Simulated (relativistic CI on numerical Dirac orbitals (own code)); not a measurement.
**Pt²⁺: L2,3 absorption edge**

Computed with this model: Dirac-Coulomb-Breit CI, KLI orbitals optimised for each configuration, model QED (radiative potential, 1s self-energy scaled to tabulated hydrogen-like ionisation energies), valence Slater integrals scaled by 0.7, multiplet model of core-to-valence dipole absorption; configurations [Xe] 4f14 5d8 → [He] 2s2 2p5 3s2 3p6 3d10 4s2 4p6 4d10 4f14 5s2 5p6 5d9; 300 K; Lorentzian 3 eV and Gaussian 1 eV FWHM. Energies are those of the free ion, without screening or charge transfer. The branching ratio is the share of the lower-energy edge in the whole absorption, uncertain by about 0.02 where the edges overlap. S is read from ⟨S²⟩ = S(S + 1).

Field parameters in Wybourne normalisation: D4h B²₀ = −7Ds, B⁴₀ = 21(Dq − Dt), B⁴₄ = 21√(5/14) Dq; Oh B⁴₀ = 21Dq, B⁴₄ = √(5/14) B⁴₀; Td as Oh with Dq negative (B⁴₀ = 21Dq, B⁴₄ = √(5/14) B⁴₀). The field is a parameter set, without covalency.

Computed curve for D4h, 10Dq = 13900, Ds = 2650, Dt = 410 cm⁻¹, scaled to 100 at the maximum (points under 2 are left out and the grid is thinned):

(Energy (eV), Intensity): (11549.5, 2.1), (11550.0, 2.3), (11551.0, 2.8), (11551.5, 3.1), (11552.5, 3.9), (11553.0, 4.4), (11554.0, 5.9), (11554.5, 6.9), (11555.5, 9.7), (11556.0, 11.8), (11557.0, 18.7), (11557.5, 24.4), (11558.5, 44.6), (11559.0, 61.0), (11559.5, 80.1), (11560.5, 100.0), (11561.0, 90.8), (11562.0, 57.4), (11562.5, 43.2), (11563.5, 24.5), (11564.0, 18.9), (11565.0, 11.9), (11565.5, 9.7), (11566.5, 6.8), (11567.0, 5.8), (11568.0, 4.4), (11568.5, 3.9), (11569.0, 3.5), (11570.0, 2.8), (11570.5, 2.5), (11571.5, 2.1), (13268.5, 2.1), (13269.5, 3.8), (13270.0, 5.2), (13271.0, 7.7), (13271.5, 7.8), (13272.5, 5.9), (13273.0, 4.8), (13274.0, 3.0), (13274.5, 2.3)

The ground state has S = 0.37, and the centroid lies at 11693.20 eV.
